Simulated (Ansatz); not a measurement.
Abridged output of a molecular run in Ansatz:

```
Functional definition: HF
1563 factors; integrals over basis functions are off by at most 1.2e-3 eV
mean field evaluation 1: about -71196.8908 eV, gradient 5.5e1 eV
mean field evaluation 2: about -71197.1236 eV, gradient 5.5e1 eV
mean field evaluation 4: about -71202.5655 eV, gradient 3.5e0 eV
mean field evaluation 8: about -71202.6319 eV, gradient 3.4e-1 eV
mean field -71202.63220343 eV, -2616.6484705984 hartree, gradient 3.7e-6 eV, S^2 0.000000; 0 other end points of the search recorded, 0 dependent functions left out
17 core orbitals not correlated: weight in the atoms' cores, before any rotation towards them, 1.000 or more for the frozen orbitals, at most 0.000 for the correlated occupied ones
reference -71202.63220343 eV, -2616.6484705984 hartree; 21, 21 occupied and 215, 215 virtual orbitals, 1563 factors
second order -30.12898425 eV of doubles, -0.00000000 eV of singles
cycle   1  -29.84487121 eV  change    2.8e-1 eV  update   1.2e-1
cycle   2  -30.59957495 eV  change   -7.5e-1 eV  update   3.5e-2
cycle   3  -30.75281025 eV  change   -1.5e-1 eV  update   1.8e-2
cycle   4  -30.73054448 eV  change    2.2e-2 eV  update   3.9e-3
cycle   5  -30.72884298 eV  change    1.7e-3 eV  update   1.8e-3
cycle   6  -30.73009407 eV  change   -1.3e-3 eV  update   5.3e-4
cycle   7  -30.72978060 eV  change    3.1e-4 eV  update   2.1e-4
cycle   8  -30.72968904 eV  change    9.2e-5 eV  update   6.8e-5
cycle   9  -30.72971592 eV  change   -2.7e-5 eV  update   2.7e-5
perturbative correction -1.02758820 eV, -0.0377631697 hartree
Total energy: -71234.38950754 eV, -2617.8155299988 hartree
```

Its atoms:

Z-matrix (Å, degrees):
```
Ge
Si 1 2.381
O 1 1.791 2 103.2
H 1 1.545 2 112.8 3 117.7
H 1 1.544 2 113.4 3 -118.6
F 2 1.602 1 108.1 3 -163.0
O 2 1.633 1 107.1 3 78.2
H 2 1.485 1 114.5 3 -45.4
H 3 0.959 1 112.7 2 -178.1
H 7 0.959 2 119.0 1 -163.1
```

(1) Which basis set was used?
A. def2-TZVPP
B. def2-QZVPP
C. def2-TZVPPD
D. cc-pV(Q+d)Z

(2) Write the keys of the input that set method, charge and spin (a neutral closed shell needs none for the last two).

## Answers

(1) A. It gives 253 functions.

(2) 
```yaml
correlation: {method: ccsd_t}
```
